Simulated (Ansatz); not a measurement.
Ansatz results at the PBE0-D4/def2-TZVP geometry: LUMO energy (PBE/def2-TZVPP) -1.54 eV; LUMO energy (B3LYP/def2-TZVPP) -0.89 eV; zero-point energy (PBE0-D4/def2-TZVP) 70.3 kJ/mol.

Each molecule was computed in one conformer, which needn't be the lowest.

Question: Which molecule gave them?
A. `C[O][Ge]([F])([F])[O]C`
B. `C#[C][GeH2][CH3]`
C. `[SH][GeH2][Cl]`
D. `[OH][Ge]([F])([F])[F]`

Answer: C. The others give `C#[C][GeH2][CH3]`: -0.68, -0.01, 187.2; `C[O][Ge]([F])([F])[O]C`: -1.63, -0.88, 234.6; `[OH][Ge]([F])([F])[F]`: -2.35, -1.68, 55.0.

B3LYP here is the variant with VWN-RPA as its local correlation; programs differ in this.
